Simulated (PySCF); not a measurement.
**Computed properties of C10H7N3, SMILES C1=CC2=CC=NC3=NC=CC(=C1)N23**

C₁₀H₇N₃, SMILES C1=CC2=CC=NC3=NC=CC(=C1)N23. Geometry optimised at B3LYP-D3(BJ)/def2-SVP. The values are those of a single conformer. All values are computed for the isolated molecule unless a solvent is named; none is compared with measurement here.

**Structure.** The optimised structure has C2v symmetry. All 54 harmonic modes at B3LYP-D3(BJ)/def2-SVP (PySCF) are real, so it is a minimum. With heavy atoms numbered as in [CH:1]1=[CH:2][C:3]2=[CH:4][CH:5]=[N:6][C:7]3=[N:8][CH:9]=[CH:10][C:11](=[CH:12]1)[N:13]23, the shortest bond between them is C5–N6 at 1.332 Å and the longest C7–N13 at 1.440 Å.

**Vibrations.** The strongest infrared lines (harmonic, unscaled, degenerate partners summed) lie at 1683 cm⁻¹ (847 km/mol, C 75 %, N 23 %), 1685 cm⁻¹ (641 km/mol, C 89 %), 1341 cm⁻¹ (125 km/mol, C 56 %, N 25 %, H 20 %). The softest mode is at 106 cm⁻¹ and the zero-point energy is 95.5 kcal/mol.

**Electronic structure.** r2SCAN/def2-SVP (PySCF) places the frontier levels at -4.61 and -2.86 eV, a gap of 1.75 eV, and gives a dipole moment of 4.54 D and a mean polarisability of 131.5 bohr³. PBE/def2-SVP (PySCF) at the same geometry gives -4.45 and -2.90 eV, so its gap is 0.20 eV narrower. An orbital gap is neither the optical nor the fundamental gap.

**Excitations.** TDA-B3LYP/def2-SVP (PySCF) has S1 at 1.78 eV (697 nm, f = 0.003, weak); the most intense of the 6 singlets computed lies at 3.96 eV (f = 0.20). T1 (TDA) is at 1.54 eV, 0.24 eV under S1. TDA-PBE/def2-SVP (PySCF) puts S1 at 1.68 eV.

**NMR.** GIAO shifts at B3LYP/pcSseg-1 (PySCF) (non-relativistic, atoms alike by connectivity averaged): ¹³C from 109.7 to 170.3 ppm against TMS; ¹H from 4.1 to 6.4 ppm against TMS.

**Solvation.** SMD-M06-2X/def2-SVP (PySCF) gives -11.5 kcal/mol in water, -14.6 kcal/mol in diethylether, -15.0 kcal/mol in ethylethanoate (1 M in both phases, gas-phase geometry).
